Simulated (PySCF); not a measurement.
# Hartree-Fock beside MP2: AlClH2N cation

All numbers below are calculated, not measured. The program is PySCF 2.14.0, an open-source quantum chemistry code, run on an isolated molecule that a program drew, which may never have been made. The molecule is AlClH2N cation (charge +1, singlet), drawn as the SMILES string `[NH2][Al+][Cl]`.

The geometry was optimised and harmonic frequencies were computed with HF and MP2, all in the cc-pV(D+d)Z basis, for the commonest isotopes, with a restricted reference for singlets and an unrestricted one otherwise, and a frozen core in MP2. Each result is a local minimum of its method.

Geometry at the HF minimum:
```xyz
5
AlClH2N cation, angstrom
N    -1.8525   -1.4120    0.3161
Al   -2.1544    0.2534    0.4923
Cl   -2.5106    2.2198    0.7005
H    -1.8887   -2.0885    1.0622
H    -1.6113   -1.8676   -0.5498
```

Lengths of the bonds as drawn, in Å (atoms numbered as above):
```
   bond     HF    MP2
 N1-Al2  1.702  1.719
Al2-Cl3  2.009  2.020
  N1-H4  1.008  1.022
  N1-H5  1.008  1.022
```

Rotational constants, in GHz:
| constant | HF | MP2 |
|---|---|---|
| A | 368.2 | 354.8 |
| B | 2.977 | 2.935 |
| C | 2.953 | 2.911 |

Harmonic frequencies in cm^-1, each column in rising order, so a row needn't be the same motion in every method:
```
rank,HF,MP2
1,156,146
2,170,147
3,497,383
4,546,533
5,729,683
6,1027,990
7,1640,1513
8,3729,?
9,3810,3656
```

**Estimate the missing MP2 frequency from the HF column.**

A single factor s that minimises the squared misfit of MP2 against s times HF over the other rows is sum(HF x MP2) / sum(HF^2) = 0.9517, with an rms misfit of 39 cm^-1. For rank 8 it gives 0.9517 x 3729 = 3549 cm^-1. The calculation gives 3560 cm^-1, 11 cm^-1 above the estimate. The drawn bonds are on average 1.1 % longer in MP2 than in HF.
